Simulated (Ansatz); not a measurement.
Problem. Name a neutral molecule of C, F, Sn and H with HOMO energy (ωB97M-V/def2-TZVPP) between -10.50 and -10.20 eV and HOMO energy (B3LYP/def2-TZVPP) between -8.00 and -7.70 eV (Ansatz, PBE0-D4/def2-TZVP geometry).

Solution. `C[CH2][SnH2][F]` (-10.31 eV, -7.95 eV). Other molecules can fit too; these were computed, each in one conformer that needn't be the lowest.

B3LYP here is the variant with VWN-RPA as its local correlation; programs differ in this.
